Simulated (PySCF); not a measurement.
HOSr, multiplicity 2. Atoms are numbered in the order given.

```xyz
3

Sr     0.0000     0.0000     0.4269
O      0.0000     0.0000    -1.6961
H      0.0000     0.0000    -2.6527
```
Charge 0, spin multiplicity 2.

Geometry optimised at B3LYP-D3(BJ)/def2-TZVPD. The def2 effective core potentials stand for the cores of Sr; spin–orbit coupling is left out.

Level of theory: M06-2X/def2-TZVPD in PySCF.

Isolated molecule, no solvent.

```
Item                                                                 Value
-----------------------------------------------  -------------------------
total energy                                            -106.50226 hartree
point group                                                            C∞v
α spin, highest occupied and lowest empty level         -4.37 and -0.30 eV
β spin, highest occupied and lowest empty level         -8.94 and -1.98 eV
dipole moment                                                       2.02 D
mean static polarisability                          135.0 bohr³ (20.01 Å³)
polarisability, principal values                 111.6, 146.8, 146.8 bohr³
⟨S²⟩                                               0.750 (pure state 0.75)
```
